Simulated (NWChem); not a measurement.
Species: CF₂, singlet; SMILES F[C]F

Results from NWChem. Low-valent species are run as closed-shell singlets; no triplet was tried in these runs. All runs use the structure optimised with PBE0/def2-SVP. Level: M06-2X/def2-SVP with COSMO at NWChem's default radii, gas-phase geometry; the question gives the dielectric constant.

**Question.** Predict the results for dielectric constant 1.5. Quantities: electrostatic solvation energy (kcal/mol); dipole in solution (D).

**Answer.** 
| Item | Result |
|---|---|
| electrostatic solvation energy (kcal/mol) | -0.5 |
| dipole in solution (D) | 0.70 |
